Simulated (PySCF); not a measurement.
CF6Si.

```xyz
8

F      1.0865     0.6273     1.5590
C      0.0000     0.0000     1.0786
F     -1.0865     0.6273     1.5590
F      0.0000    -1.2546     1.5590
Si     0.0000     0.0000    -0.8321
F      0.0000     1.5044    -1.3673
F      1.3029    -0.7522    -1.3673
F     -1.3029    -0.7522    -1.3673
```

The structure is a stationary point at B3LYP-D3(BJ)/def2-SVP.

These are PBE/pcSseg-1 run with PySCF values and carry that method's errors. Non-relativistic, no solvent.

Computed absolute GIAO shielding of each atom: isotropic value and principal components (ppm):
```csv
atom,σ(iso),σ11,σ22,σ33,span
F1,227.4,134.2,232.3,315.7,181.6
C2,46.2,36.4,51.0,51.0,14.6
F3,227.4,134.2,232.3,315.7,181.6
F4,227.4,134.2,232.3,315.7,181.6
Si5,417.9,393.8,430.0,430.0,36.1
F6,309.4,254.2,272.9,401.1,146.9
F7,309.4,254.2,272.9,401.1,146.9
F8,309.4,254.2,272.9,401.1,146.9
```
